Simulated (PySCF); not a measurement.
# Working out the ionisation energy of Te

Te [Kr] 4d10 5s2 5p4 (3P) → Te+ [Kr] 4d10 5s2 5p3 (4S). Computed with PySCF 2.14 in aug-cc-pVQZ-PP with one added diffuse shell each of s, p, d, f, g type with ECP28MDF (8s8p6d4f3g, 117 functions), with a scalar-relativistic core potential. Frozen: 4s2 4p6 4d10. Energies in hartree (1 hartree = 27.21139 eV):

| part | Te (lower) | Te+ (upper) |
| --- | --- | --- |
| UHF | -267.006908 | -266.722731 |
| MP2 opposite-spin | -0.075663 | -0.051763 |
| MP2 same-spin | -0.020577 | -0.017797 |

Task: What does Hartree-Fock give?

Result: (-266.722731) − (-267.006908) = 0.284177 hartree = 7.733 eV.

Task: What do MP2 and SCS-MP2 (6/5 opposite-spin, 1/3 same-spin) give?

Result: The opposite-spin parts differ by 0.650 eV and the same-spin parts by 0.076 eV. MP2: 7.733 + (0.650) + (0.076) = 8.459 eV. SCS-MP2: 7.733 + 1.2 × (0.650) + (0.076)/3 = 8.538 eV.

Measured between the centres of the two terms (NIST): 8.749 eV, so MP2 (valence) is off by -0.290 eV.

What remains against the reference includes basis incompleteness, the frozen core and correlation beyond second order.
